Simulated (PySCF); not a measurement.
**Field gradients at the hydrogen positions**

C₅H₁₁ClOSi.
Structure used (GFN2-xTB), in Å, numbered top down from 1:
```xyz
19
C5H11ClOSi angstrom
Cl    -2.057   -0.069    1.643
C     -2.625   -0.799    0.129
C     -2.273    0.106   -1.042
O     -0.909    0.149   -1.287
Si     0.261    0.712   -0.301
C      1.936    0.634   -1.186
C      2.564   -0.021    0.057
C      1.290   -0.454    0.804
H     -2.124   -1.761    0.027
H     -3.702   -0.933    0.210
H     -2.652    1.117   -0.851
H     -2.752   -0.287   -1.947
H     -0.107    1.989    0.311
H      1.961   -0.028   -2.048
H      2.411    1.567   -1.474
H      3.108    0.722    0.639
H      3.245   -0.840   -0.170
H      1.329   -0.284    1.876
H      1.084   -1.513    0.649
```

Level: PBE0/pcSseg-1 (PySCF, non-relativistic); Q(2H) = 0.00286 b; rigid geometry, the same for H and D, with no vibrational averaging.

**Question.** Rank these positions by the coupling χzz of a deuteron there, largest first.
A. H16 (methylene hydrogen)
B. H19 (methylene hydrogen)
C. H10 (methylene hydrogen)
D. H11 (methylene hydrogen)
E. H15 (methylene hydrogen)
F. H13 (Si–H hydrogen)

**Answer.** E (221 kHz), B (216 kHz), A (209 kHz), C (203 kHz), D (191 kHz), F (108 kHz).

**Question.** Tabulate Vzz, the asymmetry η and χzz = 234.96 MHz × Q × Vzz for every hydrogen position.

**Answer.** 
```tsv
atom	bonded to	bond length (Å)	Vzz (au)	η	χzz (kHz)
H9	C2	1.089	0.2993	0.06	201
H10	C2	1.089	0.3023	0.05	203
H11	C3	1.097	0.2843	0.06	191
H12	C3	1.096	0.2883	0.05	194
H13	Si5	1.464	0.1611	0.05	108
H14	C6	1.087	0.3243	0.05	218
H15	C6	1.085	0.3284	0.04	221
H16	C7	1.089	0.3116	0.01	209
H17	C7	1.090	0.3134	0.00	211
H18	C8	1.086	0.3259	0.04	219
H19	C8	1.089	0.3217	0.04	216
```

**Question.** Average by the element that carries the hydrogen.

**Answer.** on C: 208 kHz over 10 positions, mean bond length 1.090 Å; on Si: 108 kHz over 1 position, mean bond length 1.464 Å.

**Question.** How does χzz go with the bond length over the 10 C–H bonds?

**Answer.** A straight-line fit has a slope of -25.5 kHz for each 0.01 Å, with a correlation coefficient of -0.90, over lengths from 1.085 to 1.097 Å. The longer bonds have the smaller couplings here.

The structure is a single GFN2-xTB conformer in the gas phase; no vibrational or solvent corrections. GFN2-xTB bond lengths can be off by several hundredths of an ångström, more for odd bonds, and the gradients follow them. With so small a basis the couplings can be 20 % off.
